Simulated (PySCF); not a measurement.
# Two-component Hartree-Fock for Tb⁺ (terbium, charge +1)

Start: [Xe] 4f9 6s1; 4f5/2 filled at m_j = +3/2, +5/2; 4f7/2 filled at m_j = -5/2, -3/2, -1/2, +1/2, +3/2, +5/2, +7/2; 6s1/2 filled at m_j = +1/2. Calculated with PySCF 2.14 in x2c-TZVPall-2c with one added diffuse shell each of s, p, d, f type (12s12p11d5f1g, 147 functions): generalised Hartree-Fock with the X2C-1e Hamiltonian and a Gaussian nucleus; spin-orbit coupling (SO) screened by Boettger's factors. This is a chosen level, not necessarily the ground level.

| spinor shell | electrons | ε, screened SO (eV) | weight of nominal j (screened SO) | rms radius, screened SO (bohr) |
| --- | --- | --- | --- | --- |
| 1s1/2 | 2 | -52252.1 | 1.000 | 0.0245 |
| 2s1/2 | 2 | -8787.9 | 1.000 | 0.0989 |
| 2p1/2 | 2 | -8334.4 | 1.000 | 0.0846 |
| 3s1/2 | 2 | -2004.7 | 1.000 | 0.255 |
| 3p1/2 | 2 | -1807.4 | 1.000 | 0.246 |
| 3p3/2 | 4 | -1648.3 | 1.000 | 0.260 |
| 3d3/2 | 4 | -1312.3 | 0.998 | 0.232 |
| 3d5/2 | 6 | -1276.9 | 0.999 | 0.236 |
| 4s1/2 | 2 | -425.49 | 1.000 | 0.576 |
| 4p1/2 | 2 | -347.56 | 0.986 | 0.592 |
| 4p3/2 | 4 | -309.89 | 0.993 | 0.621 |
| 4d3/2 | 4 | -183.05 | 0.790 | 0.671 |
| 4d5/2 | 6 | -169.15 | 0.860 | 0.678 |
| 5s1/2 | 2 | -64.120 | 1.000 | 1.44 |
| 5p1/2 | 2 | -40.796 | 0.937 | 1.62 |
| 5p3/2 | 4 | -35.295 | 0.968 | 1.74 |
| 4f7/2 | 7 | -21.156 | 0.500 | 0.962 |
| 4f5/2 | 2 | -15.885 | 0.708 | 1.03 |
| 6s1/2 | 1 | -10.743 | 1.000 | 4.20 |

Where does 2p3/2 lie, and what is the 2p spin-orbit splitting (screened SO)?

At -7583.1 eV, 751.33 eV above 2p1/2.

```tsv
quantity	screened SO
E (hartree)	-11708.58527
M_J	8
⟨J²⟩	72.023
⟨L²⟩	30.550
⟨S²⟩	11.854
```

Each row is a mean over spinors that exchange with the open shell spreads, by up to 15.231 eV (4d5/2).

Rows whose weight is well below 1 are mixtures of j = l ± 1/2: exchange outweighs spin-orbit coupling there, and the label is only the starting occupation.

Breit and QED terms are absent; they matter most for the inner s and p1/2 levels.

Densities and radii are taken from the X2C orbitals without a picture-change correction, which distorts them close to the nucleus.
